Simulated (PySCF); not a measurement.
Multinuclear NMR of Cyclopropyl Cyanosilane

Mapped SMILES: `[N:1]#[C:2][SiH2:3][CH:4]1[CH2:5][CH2:6]1`; H(Xn) means a hydrogen on atom n. Ha(C5), Ha(C6) are cis to Si3 on the ring; Hb(C5), Hb(C6) are trans to Si3 on the ring.

- shielding tensors at B97-2/pcSseg-2 (GIAO)
- PBE0-D3(BJ)/def2-TZVP geometry
- run in PySCF 2.14
- equivalent nuclei averaged, no solvent model, single conformer, non-relativistic Hamiltonian

Question: Where does 29Si resonate?

Answer: 
```csv
atoms,environment,σ (ppm),δ (ppm)
Si3,"silicon bonded to 2 C, 2 H",406.1,-60.0
```

Shieldings were converted by a linear fit to measured shifts: 29Si: δ = 302.65 − 0.893σ (rms 6.0 ppm, 44 shifts, 28.9 ppm with the 5 outliers that the fit left out vs TMS, solution or neat liquid). Occasional misses reach two or three times the rms, and more in compound classes unlike the fitted ones.

On a 300 MHz spectrometer 29Si resonates near 59.6 MHz, so 1 ppm is 59.6 Hz.

Question: Where does 15N resonate?

Answer: 
```
atoms       environment  σ (ppm)  δ (ppm)
   N1  nitrile nitrogen    -94.7    -62.6
```

Shieldings were converted by a linear fit to measured shifts: 15N: δ = -149.73 − 0.920σ (rms 6.4 ppm, 44 shifts vs CH3NO2, solution or neat liquid). A few per cent of atoms miss by over 2 rms, more outside the fitted compound classes.

On a 400 MHz spectrometer 15N resonates near 40.5 MHz, so 1 ppm is 40.5 Hz.
